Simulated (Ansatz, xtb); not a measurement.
A geometry optimisation of CH2ClSn with r2SCAN-D4/def2-SVP

The starting geometry of this gas-phase doublet has its atoms placed at random.

```xyz
5

C     0.6142   -1.6452    0.6336
Cl   -0.2069    0.1685   -1.7344
Sn   -0.4552   -0.0794    1.3856
H     0.5118    1.2740    0.6898
H    -0.0205   -1.0087    0.1349
```

Problem. One run relaxed it with r2SCAN-D4/def2-SVP. What is a likely outcome?

Solution. It ends as a structure given below by its coordinates. Contacts that open: Sn3–H5 (1.62 → 2.94 Å). Contacts that close: Cl2–Sn3 (3.14 → 2.38 Å).

The energy falls by 4.83 eV over 18 steps:

| step | E − E(last) (eV) |
| --- | --- |
| 1 | 4.828 |
| 3 | 3.197 |
| 5 | 2.007 |
| 7 | 0.908 |
| 9 | 0.308 |
| 10 | 0.197 |
| 12 | 0.052 |
| 14 | 0.009 |
| 16 | 0.000 |
| 18 | 0.000 |

Final geometry (Å):

```xyz
5

C     0.6028   -1.5644    0.5157
Cl   -0.6643    1.0639   -1.7183
Sn   -0.3060    0.2696    0.4943
H     0.5450    1.5517    1.2648
H     0.2659   -2.6115    0.5530
```

From the same start GFN2-xTB reaches the same bonding as this run.

From so rough a start the end depends on the optimiser's path, so another program may land elsewhere. No frequencies were run, so the end isn't proven a minimum. Open shells are spin-unrestricted. Atoms past krypton carry core potentials, without spin–orbit terms. Run with Ansatz 0.2.0, 3.1 min on 1 thread of Intel(R) Xeon(R) Platinum 8259CL CPU @ 2.50GHz (Skylake/Cascade Lake), on a shared host.
